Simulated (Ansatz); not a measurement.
InGa5, relaxed as a singlet with RKS PBE-D4/def2-SVP in Ansatz, starting from the GFN1-xTB geometry. Force threshold 0.02 eV/Å.

In the def2 sets In takes a core potential; there is no spin–orbit coupling. The restricted singlet is unstable towards broken spin symmetry in Hartree–Fock (as tested in another run); at PBE-D4/def2-SVP this wasn't settled. The structure comes from a short search, and lower isomers may exist.

Start:

Cartesian coordinates in Å:
```
Ga 0.0659 0.2569 -0.3151
Ga -0.0309 -0.4914 0.0057
Ga 0.3287 0.1400 0.3644
Ga 0.0352 -0.3750 -0.3207
Ga 0.1592 -0.0608 0.4396
In -0.5580 0.5302 -0.1740
```

```
step   energy (eV)  largest force component (eV/Å)  SCF passes
   1  -248598.2603                       58314.504          48
   2  -260733.2679                        7493.943          93
   3  -264266.8167                        2816.297          78
   4  -265806.0743                        1285.564          44
   5  -266539.9870                         469.224          42
   6  -266802.8974                         186.149          33
   7  -266828.9523                         262.723          35
   8  -266911.6092                         120.676          33
   9  -266956.0688                          54.962          32
  10  -266978.2321                          24.061          30
  11  -266988.2842                           9.340          38
  13  -266993.2606                           1.258          36
  15  -266993.9914                           0.427          30
  17  -266994.1842                           0.259          31
  19  -266994.3165                           0.179          28
  21  -266994.3817                           0.171          24
  23  -266994.3961                           0.043          24
  25  -266994.3965                           0.005          25
  27  -266994.4031                           0.189          30
  29  -266994.4590                           0.270          30
  31  -266994.4883                           0.063          24
  33  -266994.4903                           0.054          22
  35  -266994.4913                           0.014          24
```

Force components are those of the run's own axes.

End:

```xyz
6

Ga    0.3619    0.3596   -1.8745
Ga   -1.8175   -0.6001    1.0728
Ga    1.8952    1.0583    0.0450
Ga   -0.1623   -1.7262   -0.4586
Ga    1.2006   -0.8886    1.5417
In   -1.4780    1.7969   -0.3264
```

Bonds lost: Ga1–Ga2, Ga1–Ga5, Ga2–Ga3, Ga3–Ga4, Ga3–In6, Ga4–In6, Ga5–In6 (atoms count from 1). Metal–metal contacts that move far: Ga2–Ga5 0.64 to 3.07 Å.

The force fell under the threshold at step 24, but the optimiser went on and released 0.095 eV more. No frequencies were taken in this run, so the end may be a saddle point.

Run time 2.5 min (4 threads of Arm Neoverse V2 on a shared host).
